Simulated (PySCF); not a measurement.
Computed IR spectrum (relative IR intensity) of a molecule Cl2GeH4Si. Geometry optimised at PBE-D3(BJ)/def2-SVP. One conformer was computed; it need not be the lowest. Computed with PySCF with PBE-D3(BJ)/def2-SVP. Frequencies are harmonic and unscaled.

Lines under 2 % of the strongest are left out, and lines within 2 cm⁻¹ are merged.

ν (cm⁻¹): 325 (vw), 446 (w), 459 (w), 519 (m), 567 (m), 716 (vs), 767 (m), 777 (vw), 847 (m), 2078 (m), 2095 (m), 2103 (m), 2176 (m) (against the strongest line: vs over 80 %, s over 45 %, m over 15 %, w over 4 %, vw less)

Question: Which structure fits?
A) Cl[SiH](Cl)[GeH3]
B) Cl[SiH2][GeH2][Cl]
C) [SiH3][GeH]([Cl])[Cl]

Answer: A, Cl[SiH](Cl)[GeH3]
